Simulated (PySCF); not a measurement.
A structure optimised at PBE-D3(BJ)/def2-SVP, used in a PySCF frequency run:

```xyz
12

Si    -0.1039    -2.6443     0.0000
C     -0.3928    -0.7586     0.0000
N     -1.5694    -0.2143     0.0000
Si    -1.2589     1.5802     0.0000
Ge     1.0069     0.7531     0.0000
H     -1.3916    -3.4176     0.0000
H      0.7140    -2.9882     1.2172
H      0.7140    -2.9882    -1.2172
H     -1.8359     2.2474    -1.2207
H     -1.8359     2.2474     1.2207
H      1.9185     0.8750    -1.2592
H      1.9185     0.8750     1.2592
```
Charge 0, spin multiplicity 1.

Q: Write its SMILES, formula and point group.

A: [SiH3][C]1=N[SiH2][GeH2]1, CH7GeNSi2, Cs

Q: What are its rotational constants (standard atomic weights)?

A: 2.8049, 1.3810, 0.95761 GHz
